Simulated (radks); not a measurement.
Removal energies from the niobium ion Nb12+, [Ar] 3d10 4s1, by Delta-SCF beside the eigenvalue of the level emptied. Method: scalar-relativistic Kohn-Sham, BLYP, spin-polarised, spherical densities, finite nucleus; Fermi nuclear charge, rms radius of each element as measured or else 0.836 A^(1/3) + 0.57 fm; computed with a radial shooting solver on a logarithmic mesh with Libxc functionals. Open shells are filled with parallel spins first.

\begin{tabular}{lrrr}
removed from & final configuration & Delta-SCF (eV) & -eigenvalue (eV) \\ \hline
4s & [Ar] 3d10 & 271.24 & 260.72 \\
3d & [Ar] 3d9 4s1 & 454.38 & 430.82 \\
3p & [Ne] 3s2 3p5 3d10 4s1 & 603.69 & 581.09 \\
3s & [Ne] 3s1 3p6 3d10 4s1 & 695.80 & 673.18 \\
\end{tabular}
